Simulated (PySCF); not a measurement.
Compound: C5H2NO2 (charge -1).
SMILES: `N#CC1=CC=C([O-])O1`

The geometry is computed with GFN2-xTB (gas phase).

Masses are those of the commonest isotopes; rigid-rotor values at the optimised geometry. 

What are A, B and C (GHz)?

Ia = 75.81, Ib = 354.11, Ic = 429.93 u·Å²; 505379 MHz·u·Å²/I gives 6666, 1427 and 1176 MHz, that is A = 6.6661, B = 1.4272, C = 1.1755 GHz.

Classify the top.

A near-prolate asymmetric top; Ray's κ = -0.908.

What does the inertial defect say?

Planar: Δ = Ic − Ia − Ib = 0.00 u·Å². For a rigid frame Δ = −2 Σ m c², so it vanishes when all atoms lie in the ab plane; here none is more than 0.01 Å from it.

Give the coordinates in the principal-axis frame, origin at the centre of mass.

The sense of each axis is arbitrary; atoms in the order of the calculation.
| atom | mass (u) | a (Å) | b (Å) | c (Å) |
| --- | --- | --- | --- | --- |
| N1 | 14.003 | 3.190 | -0.420 | 0.001 |
| C2 | 12.000 | 2.050 | -0.198 | 0.000 |
| C3 | 12.000 | 0.716 | 0.134 | 0.000 |
| C4 | 12.000 | 0.126 | 1.391 | 0.000 |
| C5 | 12.000 | -1.245 | 1.209 | 0.000 |
| C6 | 12.000 | -1.495 | -0.187 | 0.000 |
| O7 | 15.995 | -2.546 | -0.830 | 0.001 |
| O8 | 15.995 | -0.276 | -0.834 | 0.000 |
| H9 | 1.008 | 0.667 | 2.323 | 0.002 |
| H10 | 1.008 | -2.006 | 1.966 | -0.001 |

Stationary, but not proved a minimum. Constants of a rigid frame at the computed geometry: no zero-point averaging, no centrifugal distortion.
